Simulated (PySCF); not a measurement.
Species: AsGeH6N.
InChI=1S/AsGeH6N/c1-2-3/h1-3H2

A linear-response calculation (PySCF, def2-SVPD basis, gas phase, vertical, core orbitals frozen in the response) gave these numbers; the functional is withheld.

Orbital energies (eV): HOMO-3 -11.12, HOMO-2 -10.16, HOMO-1 -8.98, HOMO -8.46, LUMO 0.57, LUMO+1 1.06, LUMO+2 1.30.

| state | E (eV) | f | main configurations (H = HOMO, L = LUMO) |
| --- | --- | --- | --- |
| S1 | 6.04 | 0.024 | H→L (62%), H-1→L (17%), H→L+2 (9%) |
| S2 | 6.32 | 0.024 | H→L+1 (51%), H→L+2 (23%), H→L+3 (10%) |
| S3 | 6.47 | 0.036 | H-1→L (43%), H→L+3 (31%), H→L (10%) |
| S4 | 6.63 | 0.339 | H→L+2 (36%), H→L+1 (36%), H→L (12%) |
| S5 | 6.85 | 0.026 | H→L+3 (28%), H-1→L (26%), H→L+2 (17%) |
| S6 | 7.11 | 0.025 | H-1→L+1 (46%), H→L+3 (14%), H-1→L+2 (13%) |

Triplets (Tamm–Dancoff): T1 5.23 eV, H→L (67%), H→L+4 (9%); T2 5.65 eV, H→L+3 (33%), H→L+2 (27%), H-1→L+3 (11%); T3 5.81 eV, H-1→L (35%), H-1→L+2 (19%), H→L+2 (18%); T4 6.08 eV, H→L+1 (63%), H-1→L (9%), H→L+3 (9%).

Vertical ionisation energy by ΔSCF with the same functional: 9.32 eV. Mean static polarisability: 75.5 au.

Problem. Which of these was used?
A. B3LYP
B. PBE
C. HF
D. CAM-B3LYP

Solution. D. CAM-B3LYP is range-separated, 19% exact exchange at short range and 65% at long range (ω = 0.33 bohr⁻¹). In this run −ε(HOMO) = 8.46 eV differs from the ΔSCF value by -0.86 eV, and S1 differs from the orbital gap of 9.03 eV by -3.00 eV. The ratio −ε(HOMO)/IP is 0.91. Usual ranges for neutral molecules in this basis: 0.85 to 0.93 with CAM-B3LYP, 0.5 to 0.7 with PBE, 0.67 to 0.83 with B3LYP; Hartree–Fock can't fall below 1, since the ion's relaxation only lowers the ΔSCF value. The other options: PBE, a GGA without exact exchange; HF, time-dependent Hartree–Fock, 100% exact exchange; B3LYP, a global hybrid with 20% exact exchange.

Computed with TDDFT CAM-B3LYP/def2-SVPD, vertical, gas phase, core orbitals frozen in the response in PySCF 2.14.0, density-fitted response routines. Geometry: PBE0-D3(BJ)/def2-SVP, one conformer, isolated molecule. The CAM-B3LYP/def2-SVPD calculation is non-relativistic and has no spin–orbit coupling, an omission that weighs most on arsenic and germanium.

Shape of the structure used: `[NH2:1][GeH2:2][AsH2:3]`: H–N1–Ge2–As3 61°, H–N1–Ge2–As3 -174°, H–As3–Ge2–N1 175°, H–As3–Ge2–N1 82°.
